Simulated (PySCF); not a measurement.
Mo(NH)2(Cl)(NH2) (ClH4MoN3), SMILES [NH]=[Mo](=[NH])([NH2])[Cl], multiplicity 1.

Coordinates come from a B3LYP-D3(BJ)/def2-SVP optimisation. The multiplicity is an assumed one; no other spin state was optimised. The structure was generated by enumeration; whether it is a known compound was not checked. The def2 effective core potentials stand for the cores of Mo; spin–orbit coupling is left out. One conformer was computed; it need not be the lowest.

All values below come from TDDFT-LC-ωPBE/def2-SVPD (PySCF).

Vertical excitations. Isolated molecule, no solvent. State labels are in the subgroup Cs.

```csv
state,symmetry,energy (eV),λ (nm),f,main pairs
S1,A',4.43,280,0.006,"HOMO−1→LUMO+1 44 %, HOMO→LUMO 29 %, HOMO−3→LUMO+1 11 %"
S2,A",4.62,268,0.002,"HOMO−1→LUMO 55 %, HOMO→LUMO+1 31 %"
S3,A',4.69,264,0.029,"HOMO→LUMO 46 %, HOMO−1→LUMO+1 33 %, HOMO−4→LUMO 9 %"
S4,A",4.95,251,0.004,"HOMO−1→LUMO+2 22 %, HOMO→LUMO+1 22 %, HOMO−1→LUMO 20 %, HOMO−2→LUMO+1 19 %"
S5,A',5.36,231,0.000,"HOMO−2→LUMO 43 %, HOMO→LUMO+2 37 %"
S6,A",5.47,227,0.001,"HOMO−3→LUMO 48 %, HOMO−5→LUMO 11 %, HOMO−1→LUMO 9 %, HOMO−1→LUMO+2 8 %"
S7,A",5.55,223,0.011,"HOMO−2→LUMO+1 25 %, HOMO→LUMO+1 12 %, HOMO−3→LUMO 12 %, HOMO−1→LUMO+3 9 %"
S8,A',5.65,220,0.058,"HOMO→LUMO+2 41 %, HOMO−2→LUMO 23 %, HOMO→LUMO 9 %"
S9,A",5.75,216,0.017,"HOMO−1→LUMO+2 35 %, HOMO−2→LUMO+1 20 %, HOMO→LUMO+1 19 %, HOMO−3→LUMO+2 5 %"
S10,A',6.07,204,0.006,"HOMO→LUMO+3 32 %, HOMO−3→LUMO+1 17 %, HOMO→LUMO+4 15 %, HOMO−4→LUMO 10 %"
T1,A",3.83,324,0,"HOMO→LUMO+1 45 %, HOMO−1→LUMO 14 %, HOMO−4→LUMO+1 11 %, HOMO−2→LUMO+1 7 %"
T2,A',3.88,320,0,"HOMO→LUMO 69 %, HOMO−1→LUMO+1 18 %"
T3,A',4.05,306,0,"HOMO−1→LUMO+1 44 %, HOMO→LUMO 18 %, HOMO−5→LUMO+1 11 %, HOMO−2→LUMO 7 %"
T4,A",4.11,301,0,"HOMO−1→LUMO 53 %, HOMO→LUMO+1 18 %"
```
Triplets are in the Tamm–Dancoff approximation, which puts them higher than full response would, so one can lie above its singlet here.
